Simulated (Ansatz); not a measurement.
Species: C8H15B, SMILES `B[C@H]1CC[C@H](C=C)CC1` (charge 0, multiplicity 1).

Give a relaxed geometry from PBE-D3(BJ)/def2-SVP (Ansatz, an electronic-structure program).

One answer among several that fit: the end point of this relaxation, one of several conformers (outside a Z-matrix the atoms follow the SMILES, hydrogens last).
Z-matrix (Å, degrees):
```
C
H 1 1.1184
C 1 1.5076 2 106.69
C 3 1.3445 1 127.19 2 -121.43
H 4 1.1010 3 121.07 1 -179.46
H 4 1.1014 5 116.62 3 179.72
H 3 1.1065 4 118.37 5 -0.45
C 1 1.5348 2 107.47 3 -123.65
H 8 1.1104 1 109.99 2 62.55
H 8 1.1138 9 106.40 1 -117.60
C 8 1.5340 9 110.29 10 -118.31
H 11 1.1094 8 110.51 9 58.90
H 11 1.1134 12 106.02 8 118.01
C 11 1.5384 12 110.28 13 116.82
H 14 1.1430 11 106.72 12 59.65
C 14 1.5382 15 106.72 11 -119.33
H 16 1.1095 14 110.36 15 -59.40
H 16 1.1134 17 106.10 14 116.94
C 16 1.5334 17 110.53 18 117.98
H 19 1.1111 16 110.41 17 -59.37
H 19 1.1135 20 106.28 16 -118.83
B 14 1.5488 15 89.99 16 -120.32
H 22 1.2201 14 120.35 15 86.35
H 22 1.2201 23 118.90 14 172.78
```
